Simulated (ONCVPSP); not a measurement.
## Sm (Z = 62) ONCV: all-electron and pseudo phase curves

* Element: Sm
* Generator: ONCVPSP 4.0.1
* Type: optimised norm-conserving Vanderbilt (ONCV)
* Functional: PW91
* Relativity: fully relativistic
* Frozen core: [Kr] 4d10 4f5
* Valence charge: 11
* Reference configuration: 5s2 5p6 5d2 6s1
* Partial waves: 5s+6s: rc 2.00 bohr, ncon 4, nbas 7, qcut 5.1 1/bohr, 2 projectors; 5p: rc 1.55 bohr, ncon 4, nbas 8, qcut 6.4 1/bohr, 3 projectors, debl 2 Ha; 5d: rc 2.85 bohr, ncon 4, nbas 8, qcut 5.2 1/bohr, 1 projector; f scattering state at 0.06 Ha: rc 2.60 bohr, ncon 3, nbas 7, qcut 3.7 1/bohr, 2 projectors, debl 0.9 Ha
* Local potential: polynomial inside 1.30 bohr (lpopt 3, dvloc0 4 Ha)
* Core correction: Teter function, fcfact 5.25, rcfact 1.2

Open shells are filled in proportion to 2j + 1.

The phase is arctan(r·R′/R) of the radial function R(r), unwrapped; energies in Ha, scanned from -3 to 5 Ha. A pole is an energy at which the radial function vanishes at the test radius. The pseudo phase is shifted by a multiple of π to meet the all-electron one at the reference energy, and phase errors are pseudo minus all-electron; the curves can meet again beyond the range given. Levels narrower than the energy grid can be missing from the lists of poles.

```csv
channel,radius (bohr),reference energy (Ha),"poles, all-electron","poles, pseudo",unbroken range about the reference energy with phases within 0.05 rad,phase error 1 Ha above the reference energy (rad)
s,2.03,-0.13,-1.17,"-1.17, 4.76",below 4.9,-0.001
p3/2,1.57,-0.86,2.20,2.20,the whole range,+0.000
p1/2,1.57,-1.00,1.67,1.67,the whole range,-0.000
d5/2,2.89,-0.07,"0.37, 3.26","0.36, 2.93",below 1.1,-0.022
d3/2,2.89,-0.08,"0.34, 3.21","0.34, 2.92",below 1.1,-0.020
f7/2,2.64,0.06,"-0.20, 2.13","0.17, 4.18",-0.1 to 0.1,-3.140
f5/2,2.64,0.06,"-0.23, 2.12",3.77,-0.1 to 0.1,+0.001
```

Note: ghosts flagged at negative energy: p3/2 at -179.7 eV; GHOST(+) flagged for f7/2 at 4.9 eV, f5/2 at 5.2 eV, s at 153.8 eV, f5/2 at 281.1 eV, f7/2 at 281.5 eV and 2 more. A true bound ghost makes a file unfit for plane-wave use.

Phases in the f7/2 channel:

```tsv
E (Ha)	all-electron	pseudo
-2.98	1.399	-1.693
-2.54	1.384	-1.703
-2.10	1.365	-1.715
-1.66	1.339	-1.731
-1.22	1.300	-1.755
-0.78	1.231	-1.793
-0.34	0.880	-1.861
0.10	-2.050	-2.060
0.54	-2.724	-5.747
0.98	-4.071	-7.217
1.42	-4.495	-7.599
1.86	-4.650	-7.716
2.30	-4.750	-7.771
2.74	-4.857	-7.804
3.18	-5.083	-7.825
3.62	-6.452	-7.840
4.06	-7.515	-7.851
4.50	-7.695	-7.860
4.94	-7.770	-7.868
```
